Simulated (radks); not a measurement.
Results of a calculation; reference values are marked as such.
Initial-state core-level shifts of the iridium ion Ir+ when its valence configuration changes from [Xe] 4f14 5d7 6s1. Code: a radial shooting solver on a logarithmic mesh with Libxc functionals. Model: scalar-relativistic Kohn-Sham, PBE, spin-polarised, spherical densities, point nucleus; open shells are filled with parallel spins first (spin-orbit coupling, left out, can overturn this in heavy ions). Shifts are changes of the shell-averaged eigenvalues in eV (positive: less bound).

\begin{tabular}{lrrrr}
valence & 1s & 4s & 4p & 4d \\ \hline
4f13 5d7 6s2 & -14.887 & -15.903 & -15.418 & -14.915 \\
4f14 5d6 6s2 & -3.210 & -3.277 & -3.279 & -3.284 \\
4f13 5d8 6s1 & -11.456 & -12.413 & -11.927 & -11.420 \\
4f13 5d7 6s1 6p1 & -16.386 & -17.400 & -16.914 & -16.409 \\
4f14 5d7 6s0.5 6p0.5 & -0.835 & -0.828 & -0.827 & -0.826 \\
4f14 5d6.5 6s1.5 & -1.581 & -1.615 & -1.616 & -1.619 \\
4f14 5d5 6s1 6p2 & -9.445 & -9.579 & -9.580 & -9.588 \\
4f13 5d7 6p2 & -17.989 & -18.992 & -18.505 & -17.998 \\
4f14 5d8 & +2.820 & +2.902 & +2.904 & +2.910 \\
\end{tabular}
